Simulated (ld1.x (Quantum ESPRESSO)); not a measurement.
## Pseudopotential generation for lithium (Li): TM semilocal, PBEsol, non-relativistic.

* Element: lithium (Li)
* Generator: ld1.x (Quantum ESPRESSO) 7.5
* Type: norm-conserving Troullier–Martins (semilocal form)
* Functional: PBEsol
* Relativity: non-relativistic
* Frozen core: [He]
* Valence charge: 1
* Reference configuration: 2s0.75 2p0.25
* Partial waves: 2s (bound): rc 3.00 bohr; 3d channel at 0.1 Ry: rc 3.60 bohr; 2p (bound): rc 4.20 bohr
* Local potential: the p channel
* Core correction: none

All-electron outer shells of the reference configuration (PBEsol, non-relativistic, ld1.x):

| shell | level (eV) | outermost node (bohr) | outermost maximum (bohr) |
| --- | --- | --- | --- |
| 2s | -2.96 | 0.84 | 3.16 |
| 2p | -1.19 | – | 3.96 |

(1) Estimate the cutoffs (Ry, on a coarse ladder) from which the occupation-weighted sum of valence levels, in a spherical-Bessel basis at the reference potential, stays within 10 and 1 mRy of its value at 400 Ry.

(2) Tests: 2s1 2p0; 2s0.5 2p0; 2s0 2p1. Which has the largest error in its energy relative to the reference configuration, and how large is it?

Results:

(1) 6 Ry and 6 Ry.

(2) 2s0.5 2p0, with +3.3 meV (all-electron minus pseudo) on +1.57 eV.
